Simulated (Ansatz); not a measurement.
Isomers of CH5AlO, B3LYP-D3(BJ)/def2-TZVP minima from an xTB search, which can miss the lowest.
Isomer 1, SMILES [CH3][AlH][OH] (charge 0, multiplicity 1, Z-matrix in Å and degrees):
```
Al
O 1 1.7047
H 2 0.9582 1 123.41
H 1 1.5827 2 118.44 3 0.09
C 1 1.9446 4 124.12 2 179.96
H 5 1.0914 1 111.98 4 179.96
H 5 1.0942 6 108.01 1 122.64
H 5 1.0942 6 108.01 7 114.72
```
Isomer 2, SMILES C[O][AlH2] (charge 0, multiplicity 1):
```xyz
8

C     -1.266     0.062     0.353
O     -0.031    -0.614     0.326
Al     1.577    -0.173     0.594
H     -1.155     1.122     0.610
H     -1.928    -0.402     1.089
H     -1.748    -0.005    -0.626
H      2.646    -1.315     0.442
H      1.905     1.325     0.972
```

Cores are frozen in the correlated methods. MP2 and its Hartree–Fock in cc-pV(Q+d)Z are density fitted.

Run with Ansatz (Gaussian basis) for Hartree–Fock, density functionals and correlated methods. Values without a source in brackets are computed.

The energy of isomer 2 above isomer 1 is E(isomer 2) − E(isomer 1). Total energies (hartree):

```json
[
 {"level": "HF/cc-pV(T+d)Z", "isomer 2": "-357.6435877", "isomer 1": "-357.6765254"},
 {"level": "MP2/cc-pV(T+d)Z", "isomer 2": "-358.1434068", "isomer 1": "-358.1855120"},
 {"level": "HF/cc-pV(Q+d)Z", "isomer 2": "-357.6557451", "isomer 1": "-357.6887506"},
 {"level": "MP2/cc-pV(Q+d)Z", "isomer 2": "-358.1912856", "isomer 1": "-358.2343105"},
 {"level": "CCSD(T)/cc-pV(T+d)Z", "isomer 2": "-358.1907261", "isomer 1": "-358.2301947"}
]
```

Q: Work out the energy of isomer 2 above isomer 1 at the basis-set limit: extrapolate the MP2 correlation part as X⁻³, take Hartree–Fock from the larger set, and add the CCSD(T) − MP2 difference of cc-pV(T+d)Z.

A: 
1. Differences (1 hartree = 627.509 kcal/mol): HF/cc-pV(T+d)Z 20.669; MP2/cc-pV(T+d)Z 26.421; HF/cc-pV(Q+d)Z 20.711; MP2/cc-pV(Q+d)Z 26.999; CCSD(T)/cc-pV(T+d)Z 24.767.
2. Correlation parts, MP2 less HF: 5.753 in cc-pV(T+d)Z (X = 3), 6.287 in cc-pV(Q+d)Z (X = 4).
3. Limit (4³·(6.287) − 3³·(5.753))/(4³ − 3³) = 6.678; with HF/cc-pV(Q+d)Z it gives 27.389.
4. CCSD(T) less MP2 in cc-pV(T+d)Z: -1.654.
Result: 25.73 kcal/mol, against 26.42 at MP2/cc-pV(T+d)Z. It is an estimate of this method's limit, not of the exact value.

Ansatz is a quantum-chemistry and plane-wave program.
